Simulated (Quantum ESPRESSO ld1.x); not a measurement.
Input file for ld1.x (Quantum ESPRESSO 7.5):

```
 &input
    zed=47.0,
    iswitch=1,
    rel=2,
    dft='RXC-VWN',
    config='[Kr] 4d7 5s2 5p2',
    rel_dist='energy',
    verbosity='high',
    lsmall=.true.,
    prefix='ld1',
    max_out_wfc=37,
    file_charge='ld1.rho',
 /
```

Command: `OMP_NUM_THREADS=1 ld1.x < ld1.in > ld1.out`

Output (excerpt):

```
     Program LD1 v.7.5 starts

     --------------------------- All-electron run ----------------------------

     dirac relativistic calculation

     atomic number is 47.00
     dft =RXC-VWN   lsd =0 sic =0 latt =0  beta=0.20 tr2=1.0E-14
     Exchange-correlation= RXC-VWN
                           (   3   2   0   0   0   0   0)
     mesh =2057 r(mesh) =  99.27089 a.u. xmin = -8.00 dx = 0.00800
     1 Ry =  13.60569312 eV, c = 137.03599908

     n l j   nl                  e(Ry)          e(Ha)          e(eV)
     Spin orbit split results
     1 0 0.5 1S 1( 2.00)   -1851.440168277    -925.720084139 -25190.1267652
     2 0 0.5 2S 1( 2.00)    -274.026515143    -137.013257571  -3728.3206726
     2 1 0.5 2P 1( 2.00)    -255.117538497    -127.558769249  -3471.0509391
     2 1 1.5 2P 1( 4.00)    -242.346902607    -121.173451304  -3297.2975862
     3 0 0.5 3S 1( 2.00)     -51.261770834     -25.630885417   -697.4519229
     3 1 0.5 3P 1( 2.00)     -43.684020914     -21.842010457   -594.3513829
     3 1 1.5 3P 1( 4.00)     -41.426985774     -20.713492887   -563.6428554
     4 0 0.5 4S 1( 2.00)      -8.130366252      -4.065183126   -110.6192682
     4 1 0.5 4P 1( 2.00)      -5.700346090      -2.850173045    -77.5571596
     4 1 1.5 4P 1( 4.00)      -5.308605773      -2.654302887    -72.2272611
     3 2 1.5 3D 1( 4.00)     -27.905794576     -13.952897288   -379.6776774
     3 2 2.5 3D 1( 6.00)     -27.448826973     -13.724413487   -373.4603164
     4 2 1.5 4D 1( 4.00)      -1.552066953      -0.776033476    -21.1169467
     4 2 2.5 4D 1( 3.00)      -1.501387646      -0.750693823    -20.4274196
     5 0 0.5 5S 1( 2.00)      -0.712808074      -0.356404037     -9.6982479
     5 1 0.5 5P 1( 2.00)      -0.286747918      -0.143373959     -3.9014042
     5 1 1.5 5P 1( 0.00)      -0.259751551      -0.129875775     -3.5340999
     Averaged results
     1 0     1S 1( 2.00)   -1851.440168277    -925.720084139 -25190.1267652
     2 0     2S 1( 2.00)    -274.026515143    -137.013257571  -3728.3206726
     2 1     2P 1( 6.00)    -246.603781237    -123.301890619  -3355.2153705
     3 0     3S 1( 2.00)     -51.261770834     -25.630885417   -697.4519229
     3 1     3P 1( 6.00)     -42.179330820     -21.089665410   -573.8790313
     4 0     4S 1( 2.00)      -8.130366252      -4.065183126   -110.6192682
     4 1     4P 1( 6.00)      -5.439185879      -2.719592939    -74.0038939
     3 2     3D 1(10.00)     -27.631614014     -13.815807007   -375.9472608
     4 2     4D 1( 7.00)      -1.521659369      -0.760829684    -20.7032304
     5 0     5S 1( 2.00)      -0.712808074      -0.356404037     -9.6982479
     5 1     5P 1( 2.00)      -0.268750340      -0.134375170     -3.6565346

     final scf error:  5.1E-15 reached in  29 iterations

     Etot =  -10608.815693 Ry,   -5304.407847 Ha, -144340.290722 eV

     Ekin =   11073.468646 Ry,    5536.734323 Ha,  150662.216198 eV
     Encl =  -25674.926346 Ry,  -12837.463173 Ha, -349325.168814 eV
     Eh   =    4265.850753 Ry,    2132.925377 Ha,   58039.856258 eV
     Exc  =    -273.208747 Ry,    -136.604373 Ha,   -3717.194365 eV

     normalization and overlap integrals

     s(1S/1S) =  1.000000  <r> =   0.0312  <r2> =    0.0013  r(max) =   0.0203
     LC norm =  0.97055724 + SC norm =  0.02944276 =  1.00000000
     s(2S/2S) =  1.000000  <r> =   0.1350  <r2> =    0.0215  r(max) =   0.1142
     LC norm =  0.99382862 + SC norm =  0.00617138 =  1.00000000
     s(2P/2P) =  1.000000  <r> =   0.1144  <r2> =    0.0161  r(max) =   0.0884
     LC norm =  0.99380491 + SC norm =  0.00619509 =  1.00000000
     s(2P/2P) =  1.000000  <r> =   0.1194  <r2> =    0.0174  r(max) =   0.0927
     LC norm =  0.99405340 + SC norm =  0.00594660 =  1.00000000
     s(3S/3S) =  1.000000  <r> =   0.3695  <r2> =    0.1563  r(max) =   0.3335
     LC norm =  0.99826330 + SC norm =  0.00173670 =  1.00000000
     s(3P/3P) =  1.000000  <r> =   0.3608  <r2> =    0.1514  r(max) =   0.3204
     LC norm =  0.99831456 + SC norm =  0.00168544 =  1.00000000
     s(3P/3P) =  1.000000  <r> =   0.3717  <r2> =    0.1605  r(max) =   0.3308
     LC norm =  0.99838273 + SC norm =  0.00161727 =  1.00000000
     s(4S/4S) =  1.000000  <r> =   0.9030  <r2> =    0.9235  r(max) =   0.8170
     LC norm =  0.99954524 + SC norm =  0.00045476 =  1.00000000
     s(4P/4P) =  1.000000  <r> =   0.9619  <r2> =    1.0581  r(max) =   0.8571
     LC norm =  0.99959939 + SC norm =  0.00040061 =  1.00000000
     s(4P/4P) =  1.000000  <r> =   0.9911  <r2> =    1.1235  r(max) =   0.8780
     LC norm =  0.99961898 + SC norm =  0.00038102 =  1.00000000
     s(3D/3D) =  1.000000  <r> =   0.3440  <r2> =    0.1411  r(max) =   0.2730
     LC norm =  0.99849359 + SC norm =  0.00150641 =  1.00000000
     s(3D/3D) =  1.000000  <r> =   0.3475  <r2> =    0.1439  r(max) =   0.2752
     LC norm =  0.99851348 + SC norm =  0.00148652 =  1.00000000
     s(4D/4D) =  1.000000  <r> =   1.2397  <r2> =    1.8301  r(max) =   0.9979
     LC norm =  0.99974989 + SC norm =  0.00025011 =  1.00000000
     s(4D/4D) =  1.000000  <r> =   1.2543  <r2> =    1.8745  r(max) =   1.0059
     LC norm =  0.99975490 + SC norm =  0.00024510 =  1.00000000
     s(5S/5S) =  1.000000  <r> =   2.5739  <r2> =    7.5591  r(max) =   2.1855
     LC norm =  0.99993626 + SC norm =  0.00006374 =  1.00000000
     s(5P/5P) =  1.000000  <r> =   3.3259  <r2> =   12.8836  r(max) =   2.6694
     LC norm =  0.99996261 + SC norm =  0.00003739 =  1.00000000
     s(5P/5P) =  1.000000  <r> =   3.4645  <r2> =   13.9867  r(max) =   2.7783
     LC norm =  0.99996564 + SC norm =  0.00003436 =  1.00000000

     LC charge = 46.85916415 + SC charge =  0.14083585 = 47.00000000

     ------------------------ End of All-electron run ------------------------
```

Run on one thread of a shared host, so times are rough (Intel(R) Xeon(R) Processor @ 2.60GHz): 0.55 s of CPU time, 1.7 s wall, 29 iterations on 2057 mesh points.
